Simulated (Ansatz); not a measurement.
Relaxation of In20 (relaxed from a model of In20 flat piece, whose bonding it doesn't keep) (charge 0, singlet) with RKS PBE-D4/def2-SVP in Ansatz.

Positions (Å) and forces (eV/Å) at steps 19, 20, 21, 22, 23, 24, 25, 26, 27, 28, 29, 30, 31, 32, 33 of 58:

```xyz
20
step=19 energy=-103500.4305 eV
In   -5.279   -3.472    0.476   -0.033    0.045    0.023
In   -3.280   -2.237   -1.477   -0.035    0.053   -0.012
In   -5.209   -0.027    0.070    0.109    0.006    0.019
In   -3.279    2.253    1.580   -0.034   -0.046    0.002
In   -5.179    3.369   -0.578    0.002   -0.078   -0.023
In   -2.391   -4.828    0.209   -0.021   -0.007    0.011
In   -0.483   -2.555   -0.560    0.056   -0.020   -0.003
In   -2.104    0.073   -0.038    0.012    0.066   -0.027
In   -0.409    2.537    0.813    0.007    0.001    0.028
In   -2.323    4.719   -0.321   -0.003   -0.049   -0.002
In    0.699   -5.308   -0.024    0.008    0.014    0.004
In    2.433   -2.690    0.080   -0.042    0.002   -0.015
In    1.023    0.027   -0.170    0.070    0.010   -0.032
In    2.421    2.722   -0.114   -0.002   -0.003    0.023
In    0.708    5.319    0.103    0.002   -0.019    0.008
In    3.784   -5.541    0.292   -0.031    0.016    0.005
In    5.532   -2.648    0.049    0.001   -0.011   -0.006
In    4.009    0.017    0.018   -0.041    0.037    0.001
In    5.521    2.672    0.033   -0.015    0.005    0.010
In    3.787    5.549   -0.418   -0.013   -0.020   -0.015
20
step=20 energy=-103500.4949 eV
In   -5.305   -3.351    0.511   -0.059   -0.041    0.046
In   -3.288   -2.181   -1.509    0.061    0.039    0.003
In   -5.105   -0.051    0.138    0.001   -0.014    0.048
In   -3.280    2.192    1.640    0.068   -0.047    0.057
In   -5.141    3.189   -0.653   -0.014    0.005   -0.090
In   -2.425   -4.767    0.222    0.019    0.020   -0.018
In   -0.466   -2.536   -0.619   -0.100    0.010    0.004
In   -2.048    0.162   -0.142    0.053    0.022   -0.080
In   -0.374    2.505    0.959    0.011   -0.048    0.070
In   -2.314    4.584   -0.348    0.021   -0.006   -0.032
In    0.666   -5.285    0.014   -0.042    0.011    0.003
In    2.406   -2.676    0.042    0.074   -0.011    0.005
In    1.058    0.052   -0.261   -0.069    0.030   -0.060
In    2.414    2.727   -0.052    0.032    0.032    0.025
In    0.684    5.293    0.110   -0.060   -0.006    0.013
In    3.736   -5.535    0.316   -0.018    0.027    0.006
In    5.498   -2.662    0.024   -0.001   -0.006   -0.005
In    4.012    0.041    0.029    0.014    0.001    0.013
In    5.503    2.705    0.077    0.020    0.015    0.004
In    3.752    5.545   -0.475   -0.011   -0.033   -0.012
20
step=21 energy=-103500.5873 eV
In   -5.357   -3.322    0.556    0.030   -0.060    0.014
In   -3.289   -2.132   -1.503   -0.116    0.012   -0.013
In   -5.051   -0.081    0.238    0.049   -0.024    0.041
In   -3.233    2.128    1.692    0.042   -0.030   -0.002
In   -5.090    3.058   -0.763    0.124   -0.037   -0.035
In   -2.454   -4.730    0.210   -0.087   -0.001    0.014
In   -0.511   -2.506   -0.624    0.180    0.036    0.080
In   -2.004    0.259   -0.299   -0.032    0.124   -0.071
In   -0.330    2.455    1.114    0.065   -0.090    0.091
In   -2.286    4.477   -0.394   -0.029   -0.024   -0.072
In    0.620   -5.248    0.038   -0.009    0.027   -0.030
In    2.415   -2.652    0.015   -0.107    0.056   -0.021
In    1.045    0.092   -0.398    0.047    0.011   -0.056
In    2.432    2.740    0.024    0.004    0.007    0.028
In    0.637    5.267    0.137   -0.041   -0.016    0.011
In    3.691   -5.512    0.336   -0.041    0.031    0.016
In    5.493   -2.668    0.006   -0.010    0.008   -0.015
In    4.019    0.061    0.051   -0.034    0.013    0.020
In    5.519    2.734    0.101    0.023    0.002   -0.008
In    3.714    5.527   -0.515   -0.056   -0.046    0.007
20
step=22 energy=-103500.7086 eV
In   -5.382   -3.346    0.593    0.046   -0.056    0.008
In   -3.321   -2.100   -1.492   -0.011    0.028    0.031
In   -4.990   -0.120    0.330    0.057   -0.028    0.018
In   -3.182    2.082    1.720    0.051    0.041   -0.016
In   -4.993    2.950   -0.852    0.119   -0.087    0.003
In   -2.487   -4.708    0.206   -0.072    0.035    0.009
In   -0.510   -2.459   -0.568   -0.082    0.108    0.040
In   -1.986    0.378   -0.453    0.022   -0.010   -0.093
In   -0.277    2.391    1.241    0.004   -0.094    0.101
In   -2.252    4.391   -0.455    0.006   -0.038   -0.063
In    0.580   -5.215    0.017   -0.014   -0.010   -0.046
In    2.385   -2.611   -0.001    0.000    0.056    0.019
In    1.052    0.134   -0.512   -0.029    0.056   -0.057
In    2.444    2.745    0.084    0.023   -0.003    0.010
In    0.591    5.234    0.169   -0.033   -0.024   -0.001
In    3.637   -5.469    0.360   -0.057    0.040    0.019
In    5.466   -2.658   -0.018   -0.004    0.024   -0.024
In    4.006    0.083    0.082   -0.005   -0.006    0.042
In    5.536    2.747    0.101    0.060   -0.011   -0.025
In    3.666    5.499   -0.527   -0.080   -0.021    0.026
20
step=23 energy=-103500.8361 eV
In   -5.393   -3.388    0.625    0.027   -0.028    0.002
In   -3.348   -2.070   -1.480   -0.048    0.002   -0.025
In   -4.911   -0.173    0.418    0.061    0.021    0.017
In   -3.116    2.067    1.739    0.015    0.029   -0.042
In   -4.872    2.818   -0.930    0.019   -0.110    0.020
In   -2.528   -4.678    0.209   -0.023    0.033    0.004
In   -0.564   -2.376   -0.494    0.011    0.085    0.070
In   -1.959    0.458   -0.600    0.033   -0.003    0.000
In   -0.231    2.306    1.379    0.042   -0.079    0.048
In   -2.205    4.298   -0.544    0.039   -0.046   -0.072
In    0.528   -5.173   -0.050   -0.009    0.028   -0.062
In    2.353   -2.545    0.012   -0.072    0.048    0.011
In    1.043    0.198   -0.629    0.003    0.033   -0.024
In    2.468    2.741    0.134   -0.024   -0.039    0.008
In    0.539    5.181    0.193    0.018   -0.032    0.001
In    3.561   -5.406    0.391   -0.041    0.033    0.022
In    5.442   -2.637   -0.054   -0.022    0.031   -0.030
In    3.995    0.105    0.141   -0.006   -0.032    0.054
In    5.580    2.750    0.067    0.040   -0.014   -0.037
In    3.601    5.474   -0.506   -0.062    0.039    0.032
20
step=24 energy=-103500.9410 eV
In   -5.394   -3.419    0.642   -0.015    0.005    0.000
In   -3.379   -2.044   -1.495    0.018    0.012   -0.045
In   -4.829   -0.207    0.498    0.031    0.082    0.026
In   -3.064    2.080    1.738   -0.017    0.041   -0.045
In   -4.813    2.691   -0.973    0.074   -0.159    0.092
In   -2.548   -4.635    0.208    0.052    0.027   -0.007
In   -0.604   -2.282   -0.394   -0.037    0.039    0.057
In   -1.922    0.501   -0.663   -0.028    0.044   -0.010
In   -0.174    2.218    1.486    0.004   -0.043    0.027
In   -2.141    4.168   -0.674    0.016   -0.085   -0.086
In    0.487   -5.121   -0.154   -0.029    0.030   -0.052
In    2.300   -2.482    0.039   -0.036    0.013    0.030
In    1.049    0.250   -0.710    0.019   -0.001   -0.022
In    2.483    2.728    0.160   -0.009   -0.040    0.010
In    0.507    5.119    0.213    0.020   -0.036    0.008
In    3.489   -5.341    0.428   -0.011    0.014    0.012
In    5.402   -2.613   -0.106   -0.030    0.026   -0.022
In    3.982    0.112    0.232    0.010   -0.026    0.031
In    5.610    2.745    0.004   -0.015    0.006   -0.034
In    3.544    5.481   -0.455   -0.015    0.050    0.031
20
step=25 energy=-103501.0405 eV
In   -5.391   -3.417    0.636   -0.021    0.030   -0.007
In   -3.383   -2.010   -1.523    0.006    0.040   -0.022
In   -4.771   -0.212    0.572    0.004    0.014    0.032
In   -3.037    2.115    1.744    0.003    0.030    0.010
In   -4.760    2.559   -0.963    0.114   -0.138    0.073
In   -2.543   -4.591    0.202    0.036    0.029   -0.013
In   -0.640   -2.208   -0.303   -0.008    0.045    0.071
In   -1.909    0.548   -0.705   -0.006    0.062   -0.044
In   -0.148    2.151    1.555    0.007   -0.029   -0.012
In   -2.087    4.041   -0.811    0.036   -0.099   -0.093
In    0.460   -5.079   -0.240   -0.018    0.053   -0.045
In    2.259   -2.447    0.086   -0.035   -0.011    0.028
In    1.055    0.269   -0.763   -0.021    0.000   -0.012
In    2.487    2.711    0.175   -0.016   -0.030    0.032
In    0.485    5.063    0.223   -0.022   -0.059   -0.004
In    3.445   -5.308    0.448    0.005   -0.008    0.007
In    5.366   -2.600   -0.147   -0.040    0.025   -0.013
In    3.979    0.110    0.289    0.007   -0.016    0.009
In    5.611    2.750   -0.053   -0.033    0.020   -0.032
In    3.506    5.504   -0.399    0.003    0.042    0.035
20
step=26 energy=-103501.1361 eV
In   -5.397   -3.406    0.624   -0.016    0.032   -0.011
In   -3.385   -1.965   -1.544    0.014    0.048    0.010
In   -4.729   -0.219    0.641    0.007   -0.079    0.074
In   -3.011    2.141    1.765    0.030    0.003    0.090
In   -4.685    2.429   -0.940    0.042   -0.036   -0.036
In   -2.537   -4.546    0.192    0.014    0.040   -0.027
In   -0.669   -2.136   -0.207   -0.024    0.049    0.084
In   -1.898    0.600   -0.754    0.027    0.016   -0.070
In   -0.131    2.095    1.596    0.002   -0.025   -0.034
In   -2.030    3.917   -0.945    0.077   -0.092   -0.089
In    0.440   -5.032   -0.310   -0.025    0.080   -0.026
In    2.223   -2.430    0.130   -0.019   -0.020    0.021
In    1.050    0.282   -0.800   -0.002    0.009   -0.010
In    2.485    2.696    0.199    0.004   -0.011    0.041
In    0.461    5.005    0.219   -0.022   -0.066   -0.013
In    3.419   -5.296    0.458    0.007   -0.012   -0.004
In    5.330   -2.587   -0.176   -0.047    0.016   -0.001
In    3.974    0.108    0.319   -0.009   -0.015   -0.013
In    5.598    2.763   -0.101   -0.046    0.039   -0.030
In    3.474    5.531   -0.341   -0.014    0.024    0.043
20
step=27 energy=-103501.2259 eV
In   -5.411   -3.396    0.608   -0.009    0.001   -0.008
In   -3.380   -1.917   -1.549    0.006    0.029    0.025
In   -4.690   -0.247    0.721    0.047   -0.036    0.069
In   -2.984    2.145    1.812   -0.008   -0.034    0.044
In   -4.622    2.336   -0.945    0.014   -0.013   -0.043
In   -2.538   -4.497    0.170   -0.020    0.036   -0.038
In   -0.699   -2.062   -0.097    0.002    0.050    0.099
In   -1.882    0.635   -0.815    0.017   -0.008   -0.061
In   -0.121    2.046    1.605    0.010   -0.030   -0.036
In   -1.955    3.791   -1.068    0.074   -0.069   -0.054
In    0.418   -4.968   -0.356   -0.032    0.072    0.002
In    2.196   -2.424    0.166   -0.021    0.000    0.015
In    1.052    0.292   -0.832    0.019   -0.002   -0.016
In    2.486    2.687    0.234    0.027    0.000    0.042
In    0.440    4.947    0.209    0.004   -0.040   -0.013
In    3.401   -5.297    0.453   -0.009   -0.011   -0.022
In    5.293   -2.580   -0.191   -0.034    0.000    0.010
In    3.967    0.105    0.322   -0.007   -0.012   -0.030
In    5.574    2.792   -0.145   -0.036    0.053   -0.027
In    3.441    5.561   -0.280   -0.044    0.013    0.043
20
step=28 energy=-103501.3081 eV
In   -5.435   -3.392    0.595    0.002    0.002    0.002
In   -3.372   -1.872   -1.537    0.017    0.005    0.038
In   -4.623   -0.276    0.813    0.036   -0.049    0.014
In   -2.972    2.116    1.846    0.040   -0.019    0.000
In   -4.563    2.249   -0.968   -0.034    0.014   -0.042
In   -2.561   -4.443    0.127   -0.033    0.043   -0.036
In   -0.724   -1.973    0.066   -0.048    0.054    0.095
In   -1.862    0.657   -0.897    0.062   -0.138   -0.046
In   -0.114    1.981    1.587   -0.021   -0.032   -0.019
In   -1.863    3.656   -1.182    0.047    0.053    0.008
In    0.372   -4.880   -0.372   -0.019    0.032    0.024
In    2.167   -2.412    0.205    0.020    0.015    0.015
In    1.073    0.296   -0.874    0.008    0.005   -0.023
In    2.502    2.680    0.288    0.016   -0.014    0.037
In    0.429    4.887    0.203   -0.009   -0.009   -0.017
In    3.369   -5.306    0.421   -0.035   -0.003   -0.041
In    5.253   -2.584   -0.191   -0.013   -0.027    0.019
In    3.973    0.105    0.290    0.017   -0.001   -0.039
In    5.545    2.855   -0.195   -0.021    0.054   -0.024
In    3.389    5.602   -0.203   -0.032    0.012    0.033
20
step=29 energy=-103501.3661 eV
In   -5.458   -3.387    0.592   -0.005    0.004    0.023
In   -3.353   -1.861   -1.521    0.005   -0.030   -0.045
In   -4.562   -0.310    0.850    0.002    0.000    0.004
In   -2.940    2.085    1.835   -0.031   -0.028   -0.052
In   -4.530    2.196   -0.999   -0.005    0.002   -0.021
In   -2.593   -4.395    0.092   -0.032    0.002   -0.003
In   -0.765   -1.897    0.242    0.088    0.000    0.118
In   -1.822    0.617   -0.973   -0.021    0.088   -0.065
In   -0.113    1.920    1.558    0.076   -0.029   -0.002
In   -1.813    3.613   -1.218   -0.052   -0.051    0.029
In    0.323   -4.805   -0.352    0.005    0.036    0.032
In    2.159   -2.392    0.243   -0.056    0.036   -0.002
In    1.097    0.292   -0.913    0.050   -0.037   -0.014
In    2.514    2.671    0.339   -0.016   -0.006    0.025
In    0.418    4.855    0.204    0.028    0.013    0.024
In    3.323   -5.318    0.363   -0.033   -0.007   -0.041
In    5.233   -2.613   -0.174   -0.005   -0.031    0.024
In    4.006    0.110    0.228    0.029   -0.013   -0.035
In    5.518    2.930   -0.243   -0.013    0.039   -0.023
In    3.343    5.639   -0.132   -0.015    0.011    0.024
20
step=30 energy=-103501.4183 eV
In   -5.471   -3.375    0.606   -0.008    0.024    0.045
In   -3.318   -1.868   -1.532    0.097    0.056   -0.007
In   -4.533   -0.329    0.853   -0.011   -0.032   -0.033
In   -2.921    2.046    1.792    0.059   -0.033   -0.047
In   -4.532    2.157   -1.039   -0.047   -0.014   -0.013
In   -2.619   -4.356    0.085    0.003    0.019    0.023
In   -0.759   -1.829    0.429   -0.117    0.142    0.000
In   -1.804    0.634   -1.068    0.088   -0.188   -0.023
In   -0.077    1.851    1.544   -0.047   -0.061    0.009
In   -1.818    3.575   -1.208    0.025    0.098    0.085
In    0.284   -4.735   -0.317    0.006    0.010    0.027
In    2.141   -2.367    0.269    0.060    0.003    0.012
In    1.136    0.268   -0.954   -0.066   -0.001   -0.030
In    2.521    2.659    0.377    0.050   -0.015    0.003
In    0.414    4.832    0.231   -0.061   -0.009   -0.019
In    3.275   -5.333    0.298   -0.031    0.006   -0.039
In    5.214   -2.654   -0.143   -0.013   -0.030    0.029
In    4.051    0.106    0.164    0.040    0.013   -0.025
In    5.492    2.997   -0.298   -0.037    0.013   -0.020
In    3.308    5.671   -0.066    0.012   -0.002    0.022
20
step=31 energy=-103501.4944 eV
In   -5.477   -3.350    0.643    0.014    0.051    0.047
In   -3.248   -1.867   -1.555    0.028   -0.016   -0.032
In   -4.520   -0.354    0.818   -0.044   -0.056   -0.023
In   -2.883    1.972    1.721    0.038   -0.044   -0.029
In   -4.545    2.110   -1.087   -0.006   -0.018   -0.013
In   -2.631   -4.297    0.124   -0.007    0.044    0.021
In   -0.793   -1.704    0.576   -0.022    0.033    0.029
In   -1.764    0.611   -1.172    0.010    0.053   -0.072
In   -0.052    1.744    1.530    0.018   -0.032    0.007
In   -1.840    3.578   -1.131   -0.038   -0.042    0.041
In    0.249   -4.644   -0.267    0.013    0.040    0.037
In    2.137   -2.330    0.303   -0.006    0.014    0.003
In    1.152    0.250   -1.013    0.068    0.025   -0.020
In    2.534    2.635    0.406   -0.026   -0.015   -0.003
In    0.398    4.801    0.264    0.003   -0.012    0.036
In    3.221   -5.340    0.221   -0.015    0.011   -0.031
In    5.202   -2.701   -0.091   -0.034   -0.008    0.035
In    4.104    0.104    0.092    0.035   -0.017   -0.032
In    5.460    3.049   -0.365   -0.031   -0.018   -0.016
In    3.281    5.685    0.006    0.003    0.007    0.014
20
step=32 energy=-103501.5811 eV
In   -5.478   -3.311    0.725    0.001    0.010    0.061
In   -3.192   -1.867   -1.602    0.027    0.040   -0.013
In   -4.538   -0.397    0.768   -0.029   -0.009   -0.043
In   -2.823    1.836    1.652   -0.008   -0.091   -0.026
In   -4.556    2.046   -1.136   -0.017   -0.025    0.000
In   -2.644   -4.197    0.174   -0.024    0.028    0.019
In   -0.829   -1.556    0.697   -0.009    0.041   -0.027
In   -1.718    0.621   -1.341    0.064   -0.026   -0.026
In   -0.005    1.620    1.524    0.043   -0.010   -0.022
In   -1.869    3.549   -1.038    0.011    0.006    0.035
In    0.215   -4.532   -0.182    0.029    0.020    0.026
In    2.119   -2.278    0.333    0.005    0.052    0.004
In    1.217    0.266   -1.098   -0.042   -0.021   -0.035
In    2.534    2.604    0.433    0.045    0.029    0.014
In    0.382    4.758    0.339   -0.028   -0.010    0.036
In    3.166   -5.337    0.139   -0.006    0.026   -0.016
In    5.172   -2.746   -0.009   -0.068    0.002    0.030
In    4.168    0.091    0.015    0.050   -0.004   -0.020
In    5.413    3.082   -0.440   -0.042   -0.050   -0.005
In    3.250    5.697    0.072   -0.001   -0.008    0.008
20
step=33 energy=-103501.6473 eV
In   -5.481   -3.300    0.831    0.004   -0.016    0.063
In   -3.169   -1.842   -1.633    0.010    0.020   -0.001
In   -4.601   -0.430    0.700   -0.081   -0.010   -0.040
In   -2.777    1.657    1.594    0.068   -0.079   -0.002
In   -4.554    2.000   -1.173    0.018   -0.004   -0.010
In   -2.662   -4.120    0.206    0.007    0.024   -0.011
In   -0.851   -1.452    0.741   -0.067   -0.077   -0.014
In   -1.664    0.622   -1.461    0.001    0.032   -0.032
In    0.052    1.541    1.493   -0.006    0.079    0.015
In   -1.869    3.527   -0.953   -0.001   -0.026    0.009
In    0.199   -4.448   -0.114    0.002    0.017    0.025
In    2.098   -2.207    0.360    0.040    0.036    0.010
In    1.247    0.270   -1.181    0.059    0.029   -0.049
In    2.557    2.597    0.459    0.029    0.005   -0.004
In    0.369    4.737    0.430    0.002   -0.004    0.047
In    3.126   -5.308    0.098    0.014    0.021    0.000
In    5.122   -2.763    0.061   -0.087    0.008    0.021
In    4.218    0.090   -0.047    0.016    0.003   -0.018
In    5.387    3.080   -0.495   -0.015   -0.047   -0.011
In    3.234    5.700    0.108   -0.011   -0.013    0.002
```

In the def2 sets In takes a core potential; there is no spin–orbit coupling. Single mean-field runs in def2-SVP are fitted with def2-universal-jkfit. The restricted singlet is unstable towards broken spin symmetry in Hartree–Fock (as tested in another run); at PBE-D4/def2-SVP this wasn't settled.
